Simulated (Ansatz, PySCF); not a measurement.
Species: CClF2, net charge 0, doublet state. It need not be the lowest isomer of its formula. 
Geometry from a B3LYP-D3(BJ)/def2-TZVP (Ansatz, a program for electronic structure) optimisation:
SMILES: Cl[C](F)F
```xyz
4

F     -0.6757    -0.8668    -1.0511
C     -0.5315    -0.0647    -0.0088
F     -0.7280    -0.7321     1.1165
Cl     0.9307     0.8693    -0.0315
```
Charge 0, spin multiplicity 2.

Total electronic energies in hartree. Cores are frozen in the correlated levels unless marked. UHF or UKS for open shells. No spin-orbit coupling. Non-relativistic. CBS(X,Y): correlation extrapolated as X^-3; Hartree-Fock from the larger set. The bracket is a focal-point correction in the basis named.

```
level                                                                 program  energy (Eh)
-------------------------------------------------------------  --------------  -----------
HF/def2-TZVPD                                                           PySCF   -696.30344
HF-D4/def2-TZVPD                                                PySCF + dftd4   -696.31262
RI-HF/aug-cc-pV(Q+d)Z                                                  Ansatz   -696.32144
r2SCAN0/def2-TZVPD                                                     Ansatz            ?
HSE06-D3(BJ)/def2-TZVPD                                        Ansatz + dftd3            ?
RPA@PBE/cc-pV(Q+d)Z                                                    Ansatz   -697.66915
MP2/6-31G                                                              Ansatz   -696.40774
CCSD/cc-pVTZ                                                           Ansatz   -697.13324
RI-MP2/CBS(cc-pV(T+d)Z,cc-pV(Q+d)Z)+[CCSD(T)-MP2]/cc-pV(T+d)Z          Ansatz    -697.3195
```

### Question
Fill in the missing entries.

### Answer

- r2SCAN0/def2-TZVPD, energy (Eh): -697.87734
- HSE06-D3(BJ)/def2-TZVPD, energy (Eh): -697.64439
